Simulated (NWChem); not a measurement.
Basis-set convergence for H2ClGa

```xyz
4

Ga     0.0000     0.0000     0.7120
H     -1.4237     0.0000     1.3741
H      1.4237     0.0000     1.3741
Cl     0.0000     0.0000    -1.4601
```
Charge 0, spin multiplicity 1.

The numbers come from NWChem runs, not from measurements. The geometry was optimised at PBE/def2-SVP, a minimum by its harmonic frequencies.

Quantity: first vertical ionisation energy at the level G0W0@PBE.

The Hamiltonian is non-relativistic. GW and range-separated runs recompute their integrals, the others keep them in memory, which bears on the times. The structure started from a generated list of species.

Relative cost: rough, from shared machines, SCF included, def2-SVPD = 1.

```tsv
basis	functions	first vertical ionisation energy (eV)	relative cost
def2-SVPD	81	10.02	1
def2-TZVP	97	10.29	under 3
def2-TZVPD	118	10.27	4
def2-TZVPP	118	10.36	3
def2-QZVP	205	10.52	20
```

Smallest basis within 0.1 eV of def2-QZVP, the largest set run: no smaller one. def2-QZVP isn't the basis-set limit itself, and a small set can land close by cancellation.
